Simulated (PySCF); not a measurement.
**CaS: energy against distance**

Set-up: basis Ca def2-TZVPP, S def2-TZVPP; no relativity; PySCF 2.14. Energies in eV from Ca + S in their ground configurations at the same level. State: ¹Σ⁺ (singlet), closed shell.

All columns are PBE0. A positive dipole means Ca(−)S(+).

```json
{"R (Å)": "1.980", "E (eV)": "-2.391", "μ (D)": "-8.42", "Mulliken charge on Ca (basis-dependent)": "0.81", "HOMO (eV)": "-5.07", "LUMO (eV)": "-1.87", "Mayer bond order": "2.01", "⟨S²⟩": "0.00"}
{"R (Å)": "2.072", "E (eV)": "-3.048", "μ (D)": "-9.10", "Mulliken charge on Ca (basis-dependent)": "0.80", "HOMO (eV)": "-5.19", "LUMO (eV)": "-2.03", "Mayer bond order": "2.00", "⟨S²⟩": "0.00"}
{"R (Å)": "2.164", "E (eV)": "-3.417", "μ (D)": "-9.66", "Mulliken charge on Ca (basis-dependent)": "0.79", "HOMO (eV)": "-5.20", "LUMO (eV)": "-2.19", "Mayer bond order": "2.00", "⟨S²⟩": "0.00"}
{"R (Å)": "2.233", "E (eV)": "-3.549", "μ (D)": "-10.03", "Mulliken charge on Ca (basis-dependent)": "0.78", "HOMO (eV)": "-5.08", "LUMO (eV)": "-2.30", "Mayer bond order": "1.99", "⟨S²⟩": "0.00"}
{"R (Å)": "2.302", "E (eV)": "-3.587", "μ (D)": "-10.35", "Mulliken charge on Ca (basis-dependent)": "0.77", "HOMO (eV)": "-4.97", "LUMO (eV)": "-2.41", "Mayer bond order": "1.99", "⟨S²⟩": "0.00"}
{"R (Å)": "2.371", "E (eV)": "-3.551", "μ (D)": "-10.63", "Mulliken charge on Ca (basis-dependent)": "0.76", "HOMO (eV)": "-4.88", "LUMO (eV)": "-2.52", "Mayer bond order": "1.99", "⟨S²⟩": "0.00"}
{"R (Å)": "2.463", "E (eV)": "-3.418", "μ (D)": "-10.94", "Mulliken charge on Ca (basis-dependent)": "0.75", "HOMO (eV)": "-4.79", "LUMO (eV)": "-2.66", "Mayer bond order": "1.98", "⟨S²⟩": "0.00"}
{"R (Å)": "2.578", "E (eV)": "-3.157", "μ (D)": "-11.24", "Mulliken charge on Ca (basis-dependent)": "0.73", "HOMO (eV)": "-4.70", "LUMO (eV)": "-2.81", "Mayer bond order": "1.97", "⟨S²⟩": "0.00"}
{"R (Å)": "2.716", "E (eV)": "-2.766", "μ (D)": "-11.46", "Mulliken charge on Ca (basis-dependent)": "0.71", "HOMO (eV)": "-4.63", "LUMO (eV)": "-2.98", "Mayer bond order": "1.94", "⟨S²⟩": "0.00"}
{"R (Å)": "2.901", "E (eV)": "-2.199", "μ (D)": "-11.58", "Mulliken charge on Ca (basis-dependent)": "0.68", "HOMO (eV)": "-4.60", "LUMO (eV)": "-3.19", "Mayer bond order": "1.88", "⟨S²⟩": "0.00"}
```

A fit through these points gives, at Re = 2.300 Å, μ = -10.34 D and dμ/dR = -4.36 D/Å; the reduced mass is 17.76 u.

Problem. How strong is the fundamental in the double-harmonic approximation, I = 42.26·(dμ/dR)²/μred km/mol?

Solution. I = 42.26·(-4.36)²/17.76 = 45.2 km/mol at PBE0.
